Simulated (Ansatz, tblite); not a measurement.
Spin states of CuSn2 (the lowest doublet isomer of a short search), each relaxed with PBE-D4/def2-TZVP in Ansatz. Electronic energies in the gas phase.

In the def2 sets Sn takes a core potential; there is no spin–orbit coupling. The xTB rows come from tblite. HSE06 is defined as in plane-wave codes, on full-range PBE exchange. Correlated methods freeze 17 core orbitals; core or outer-core shells of Sn are correlated, in sets that lack core-valence functions. In CCSD on the charge 0 quartet the largest single amplitude is 0.23, so its Hartree–Fock determinant may place the open shell otherwise than the density functionals do. HOMO above LUMO, or a gap near zero within one spin, warns that the state may not be the lowest or that an electron is smeared out. The structure comes from a short search, and lower isomers may exist.

Doublet geometry (C2v within 0.1 Å):

```xyz
3

Cu   -1.2653   -0.0084   -0.7157
Sn    0.0430   -0.6127    1.4075
Sn    1.2223    0.6211   -0.6918
```

Quartet geometry (C2v within 0.1 Å):

| atom | x (Å) | y (Å) | z (Å) |
| --- | --- | --- | --- |
| Cu1 | 0.938 | -0.928 | 0.177 |
| Sn2 | -0.907 | 0.306 | 1.397 |
| Sn3 | -0.031 | 0.623 | -1.574 |

Run but left out: HF/def2-TZVP, MP2/def2-TZVP (doublet: ⟨S²⟩ 1.05, where a pure state has 0.75); LDA (SPW92)/def2-TZVP (doublet: an occupied level 0.04 eV above an empty one).

Only these spin states were relaxed. Higher spins weren't run and may lie lower.

| level | quartet − doublet (kJ/mol) | lowest of these | remarks |
| --- | --- | --- | --- |
| GFN1-xTB | 136.0 | doublet | – |
| GFN2-xTB | 171.8 | doublet | – |
| PBE-D4/def2-TZVP | 67.0 | doublet | gap within one spin near zero (doublet) |
| r2SCAN-D4/def2-TZVP | 62.4 | doublet | – |
| PBE0-D4/def2-TZVP | 72.7 | doublet | – |
| r2SCAN0-D4/def2-TZVP | 67.1 | doublet | – |
| HSE06-D4/def2-TZVP | 71.9 | doublet | – |
| BHLYP-D4/def2-TZVP | 82.4 | doublet | – |
| ωB97X-V/def2-TZVP | 89.9 | doublet | – |
| RPA@PBE/def2-TZVP | 78.5 | doublet | – |
| CCSD/def2-TZVP | 76.5 | doublet | spin-contaminated (⟨S²⟩ 1.05) (doublet) |
| CCSD(T)/def2-TZVP | 80.5 | doublet | spin-contaminated (⟨S²⟩ 1.05) (doublet) |

| state | donor atoms | mean metal–ligand distance (Å) | range (Å) | Mulliken spin on the metal (PBE0) |
| --- | --- | --- | --- | --- |
| doublet | 2 | 2.566 | 2.57–2.57 | -0.01 |
| quartet | 2 | 2.532 | 2.53–2.53 | 0.08 |

⟨S²⟩ at PBE0-D4/def2-TZVP: doublet 0.75 (pure 0.75), quartet 3.76 (pure 3.75). The unpaired electrons of the doublet sit mostly on the ligands. The unpaired electrons of the quartet sit mostly on the ligands.

Change of the quartet − doublet gap on mixing in exact exchange, in kJ/mol: PBE to PBE0 (25 % exact exchange) 5.7; r2SCAN to r2SCAN0 (25 % exact exchange) 4.7.

The xTB methods have no term that favours high spin, so they put low spin too low.
